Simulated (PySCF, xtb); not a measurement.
SiF₂ClBr, SMILES F[Si](F)(Cl)Br.

GFN2-xTB run with xtb 6.7.1 at its own geometry gives an orbital gap of 7.02 eV and a dipole moment of 4.37 D.

Geometry optimised at PBE0-D3(BJ)/def2-SVP. The structure was generated by enumeration, and PubChem lists no compound with its InChIKey, so it may never have been made.

Question: What does CAM-B3LYP/def2-TZVP (PySCF) give? (The exact figures need the calculation; the answer reports its results.)

Answer: gap 11.26 eV (levels -10.72 and 0.54 eV), dipole 0.95 D.
